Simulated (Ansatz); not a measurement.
**Low-lying states of FeCl**

Computed with Ansatz's Gaussian-basis code (development build). State-averaged CASSCF with equal weights; occupations are averaged over the states; levels count from the state that is lowest in CASSCF. CASSCF levels without dynamic correlation can be off by over 1 eV. No symmetry is imposed, so a solution can break that of the shape. Lower solutions, or ones in other orbitals, may exist. The average may hold one member of a degenerate pair alone.

Geometry: bond length 2.1740 Å.

Basis cc-pVDZ on Fe, cc-pV(D+d)Z on Cl, nonrelativistic, 14 orbitals frozen in the corrections; active space CAS(7,11). Averaged: 1 doublet, 1 quartet, 1 sextet, 1 octet.

Problem. Give the levels in order, with their spins.

Solution. 

```csv
state,CASSCF (eV)
sextet,0.000
quartet,0.723
doublet,2.816
octet,5.206
```

Occupations: 1.71, 1.22, 1.21, 1.01, 0.86, 0.71, 0.26, 0.01, 0.01, 0.01, 0.01.

Same geometry.

Basis cc-pVDZ on Fe, cc-pV(D+d)Z on Cl, nonrelativistic, 14 orbitals frozen in the corrections; active space CAS(7,6). Averaged: 1 quartet, 1 sextet.

Problem. Give the levels in order, with their spins.

Solution. 

```
  state  CASSCF (eV)
 sextet        0.000
quartet        0.778
```

Occupations: 2.00, 1.09, 1.00, 1.00, 1.00, 0.91.
